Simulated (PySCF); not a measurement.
## Successive ionisation energies of lutetium

Calculated with PySCF 2.14, two-component X2C-1e (Gaussian nucleus, no Breit or QED terms), each ion in its own even-tempered basis; GMP2 freezes the deep shells of the larger ions and drops the highest virtual spinors; eV.

```
  ion  configuration  GHF (spin-free)  GHF (screened spin-orbit)  GMP2 (screened spin-orbit)             NIST         kind
Lu⁶²⁺   [He] 2s2 2p5          14890.7                    14557.6                     14559.3       14542 ± 15  theoretical
Lu⁶³⁺   [He] 2s2 2p4          15204.4                    14902.8                     14903.0       14890 ± 19  theoretical
Lu⁶⁴⁺   [He] 2s2 2p3          15622.8                    15225.0                     15225.1       15211 ± 24  theoretical
Lu⁶⁵⁺   [He] 2s2 2p2          15943.4                    16756.2                     16758.4       16730 ± 30  theoretical
Lu⁶⁶⁺   [He] 2s2 2p1          16267.1                    17138.0                     17135.6       17120 ± 40  theoretical
Lu⁶⁷⁺       [He] 2s2          17631.3                    17631.3                     17637.8       17610 ± 40  theoretical
Lu⁶⁸⁺       [He] 2s1          17950.7                    17950.7                     17950.9  17928.05 ± 0.16  theoretical
Lu⁶⁹⁺            1s2          72495.7                    72495.7                     72497.6  72322.87 ± 0.15  theoretical
Lu⁷⁰⁺            1s1          73914.0                    73914.0                     73914.0  73804.35 ± 0.24  theoretical
```

Question: Where is the largest relative jump?

Answer: From Lu⁶⁸⁺ to Lu⁶⁹⁺: 17950.9 to 72497.6 eV, where the electron removed from 1s2 comes from a deeper shell or subshell.
